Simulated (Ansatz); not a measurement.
# A geometry optimisation of BGaGeH3In with B3LYP-D3(BJ)/def2-SVP

The starting geometry of this gas-phase singlet was optimised with GFN2-xTB.

```yaml
atoms:
  - { symbol: B, position_ang: [-1.1748, 0.6169, -0.6541] }
  - { symbol: Ga, position_ang: [2.7841, -0.7342, 0.3780] }
  - { symbol: Ge, position_ang: [0.7197, 0.4974, -1.0001] }
  - { symbol: In, position_ang: [-0.3044, -0.7928, 1.6563] }
  - { symbol: H, position_ang: [-2.0042, 0.1526, -1.3596] }
  - { symbol: H, position_ang: [-1.5789, 1.2754, 0.2642] }
  - { symbol: H, position_ang: [1.6554, 0.7282, 1.6172] }
```

Task: Where would you expect an optimisation with B3LYP-D3(BJ)/def2-SVP to take it?

Result: New bonds form, giving a structure given below by its coordinates. Contacts that close: Ga2–Ge3 (2.77 → 2.52 Å), Ge3–H7 (2.79 → 1.72 Å).

The energy falls by 0.86 eV over 16 steps:

```
step  E − E(last) (eV)
   1             0.863
   3             0.395
   4             0.219
   6             0.033
   8             0.005
   9             0.001
  11             0.000
  13             0.000
  14             0.000
  16             0.000
```

Final geometry (Å):

```xyz
7

B    -1.0303    0.5595   -0.5412
Ga    2.6040   -0.9194    0.2248
Ge    0.9451    0.7411   -0.6798
In   -0.4501   -0.5553    1.9348
H    -1.6954    0.2018   -1.4807
H    -1.6588    0.8947    0.4653
H     1.3823    0.8211    0.9784
```

Frequencies at the end show an imaginary mode, so it is a saddle point. Atoms past krypton carry core potentials, without spin–orbit terms. Run with Ansatz 0.2.0, 68 s on 2 threads of Arm Neoverse V2, with other jobs on the host.
